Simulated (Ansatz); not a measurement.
The same path of AlF3H2 (6 atoms, charge 0, multiplicity 1) was run 3 times with different band settings. Lost on the way: Al1–H2, F5–H6. Made: H2–H6.

All numbers below come from RKS PBE/6-31G* (Ansatz 0.2.0).

Relaxed end points:

```xyz
6
Properties=species:S:1:pos:R:3
Al 0.006 0.003 0.081
H 0.007 0.443 1.633
F 1.427 0.112 -0.782
F -1.432 0.040 -0.760
F 0.059 -1.895 0.760
H 0.059 -1.601 1.680
```

```xyz
6
Properties=species:S:1:pos:R:3
Al 0.019 -0.596 -0.240
H 0.014 0.156 1.873
F 1.425 0.204 -0.590
F -1.430 0.135 -0.565
F 0.063 -2.200 0.180
H 0.037 -0.598 1.955
```

Common settings: spring 5.0 eV/Å²; optimiser quadratic models (default); force threshold 0.05 eV/Å; iteration limit 60; end points relaxed.

| run | movable images | climbing image | start path |
| --- | --- | --- | --- |
| 1 | 5 | yes | through a guess of the saddle point |
| 2 | 5 | yes | straight line |
| 3 | 1 | no | through a guess of the saddle point |

Question: What does each run give, and how far can it be trusted?

Answer: Run 1: converged after 8 iterations, highest image 0.031 eV above the first end. A vibrational analysis at the climbing image gives one clearly imaginary mode, 379i cm⁻¹: a first-order saddle point.
Run 2: converged after 9 iterations, highest image 0.031 eV above the first end. Another band between the same ends (5 images) ends at a top of the same energy, where a vibrational analysis finds 1 clearly imaginary mode.
Run 3: converged after 6 iterations, highest image 0.000 eV above the first end. The highest image is an end point: on this band no image between the ends rises above it. So few images can step over the top or miss a turn of the path.
The orbitals stay closed-shell, which can raise the energy where a bond breaks towards radicals; this wasn't checked here.
